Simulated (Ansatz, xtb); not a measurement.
# Relative energy of two isomers of CH6ClSi2

Structure X: `C[SiH2][SiH]Cl`, a doublet. Structure Y: `C[Si]([SiH3])Cl`, a doublet. Both are isolated molecules in the gas phase, relaxed with PBE0-D3(BJ)/pcseg-1, each in the lowest conformer that the search found.

X (Å):

```xyz
10

C     0.1977   -1.4554   -0.1588
Cl   -1.5835    0.7200   -3.1055
Si   -1.4955   -2.0255   -0.7465
Si   -2.7358   -0.2628   -1.6653
H     0.7759   -2.3068    0.2221
H     0.1070   -0.7134    0.6428
H     0.7569   -1.0013   -0.9854
H    -1.3612   -3.0790   -1.7956
H    -2.3063   -2.5789    0.3813
H    -3.1523    0.7871   -0.6815
```

Y (Å):

```xyz
10

C     0.0214    1.0441   -1.5268
Cl   -0.8591    1.0921    1.5591
Si   -0.3095   -2.1328    0.0421
Si    0.2865    0.1328    0.0939
H    -1.0408    1.0352   -1.8062
H    -1.7479   -2.3161   -0.3257
H    -0.0617   -2.7414    1.3804
H     0.3457    2.0884   -1.4444
H     0.5408   -2.8172   -0.9783
H     0.5986    0.5637   -2.3269
```

Problem. Estimate which is lower in electronic energy at CCSD(T)/def2-SVP + ΔMP2/def2-TZVPP, and by roughly how much.

Solution. Too close to call at this level: CCSD(T)/def2-SVP + ΔMP2/def2-TZVPP gives E(Y) − E(X) = −3.34 kJ/mol.

The same difference at several levels:

```
                             level             geometry  E(Y) − E(X) (kJ/mol)  departure from the last row (kJ/mol)  job, with rough time for the two
                          GFN2-xTB             GFN2-xTB                   −6.55                                 −3.21              optimisation, 0.29 s
                         HF/STO-3G             GFN2-xTB                   −4.76                                 −1.42              single point, 0.32 s
                r2SCAN-D4/def2-SVP             GFN2-xTB                   −4.91                                 −1.58               single point, 3.5 s
               PBE0-D3(BJ)/pcseg-1  PBE0-D3(BJ)/pcseg-1                   −4.80                                 −1.46                optimisation, 62 s
                       HF/def2-SVP  PBE0-D3(BJ)/pcseg-1                   −1.84                                 +1.49           part of the CCSD(T) run
                      MP2/def2-SVP  PBE0-D3(BJ)/pcseg-1                   −3.28                                 +0.05           part of the CCSD(T) run
                  CCSD(T)/def2-SVP  PBE0-D3(BJ)/pcseg-1                   −2.78                                 +0.55                      single point
CCSD(T)/def2-SVP + ΔMP2/def2-TZVPP  PBE0-D3(BJ)/pcseg-1                   −3.34                                                      single point, 32 s
```

As drawn, both hold the same kinds of bond in the same numbers.

The largest departure from CCSD(T)/def2-SVP + ΔMP2/def2-TZVPP is that of GFN2-xTB, 3.21 kJ/mol. The last row adds to CCSD(T) the change of the MP2 difference between the two basis sets, here −0.55 kJ/mol.

With harmonic frequencies from PBE0-D3(BJ)/pcseg-1 (ideal gas, rigid rotor, one conformer each, 298.15 K, 1 atm): on the last row, ΔE + ΔZPE = −4.27 kJ/mol. A mode under 50 cm⁻¹ makes harmonic enthalpies and free energies unreliable, so none is given.

Open shells are spin-unrestricted. The correlated steps freeze 16 core orbitals. Run with Ansatz 0.2.0, xtb 6.7.1; the last row on 2 threads of Intel(R) Xeon(R) 6975P-C (Granite Rapids) on a shared host.
